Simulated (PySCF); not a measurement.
Zn(SeH)(OSiH3) (H4OSeSiZn), SMILES [Zn]([SeH])[O][SiH3]. Atoms are numbered in the order given.

```xyz
8

Zn     0.0688     0.0989    -0.1688
Se    -1.0217     0.9978     1.6295
H     -2.2841     0.3523     1.2111
O      0.9387    -0.5036    -1.5957
Si     1.5772    -1.8748    -2.2430
H      0.5115    -2.8513    -2.6379
H      2.4857    -2.5784    -1.2801
H      2.3703    -1.5399    -3.4623
```
Charge 0, spin multiplicity 1.

Coordinates come from a B3LYP-D3(BJ)/def2-SVP optimisation. The structure was generated by enumeration; whether it is a known compound was not checked. The values are those of a single conformer.

Calculation: PBE0/pcSseg-1 run with PySCF.

GIAO shieldings, no solvent; atoms alike by connectivity are averaged. δ = σ(ref) − σ: ⁷⁷Se against Me2Se (σ = 1740.1 ppm); ¹H against TMS (σ = 31.56 ppm); ¹⁷O against H2O (σ = 334.2 ppm); ²⁹Si against TMS (σ = 352.7 ppm), references at their B3LYP-D3(BJ)/def2-TZVP geometries, non-relativistic.

| nucleus | atoms | count | δ (ppm) |
|---|---|---|---|
| ⁷⁷Se | Se2 | 1 | -665.4 |
| ¹H | H6, H7, H8 | 3 | 5.49 |
| ¹H | H3 | 1 | -0.04 |
| ¹⁷O | O4 | 1 | 16.7 |
| ²⁹Si | Si5 | 1 | -36.4 |
